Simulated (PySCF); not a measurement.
Level of theory: TPSSh-D3(BJ)/def2-TZVP // r2SCAN-D4/def2-SVP (PySCF). All species are isolated molecules in the gas phase. One relaxed conformer stands for a flexible species; it need not be the lowest. 

Reference species: [Hf(OH)2(H)2] (neutral, multiplicity 1).

```yaml
mean_distance_from_the_central_atom_to_its_bonded_neighbours: 1.890 Å
coordination_number: 4
charge on the central atom (Mulliken): 1.17 e
LUMO: -1.31 eV
```

After one change: the mean distance from the central atom to its bonded neighbours falls by 0.022 Å; the coordination number stays essentially unchanged; the charge on the central atom (Mulliken) falls by 0.19 e; the LUMO drops by 0.45 eV.

Question: What was changed between the two runs? The new species is one of these.
(A) [Hf(OH)3(H)]
(B) [Hf(OH)4]
(C) [Hf(H)4]
(D) [Hf(OH)(H)3]

Answer: D, [Hf(OH)(H)3]
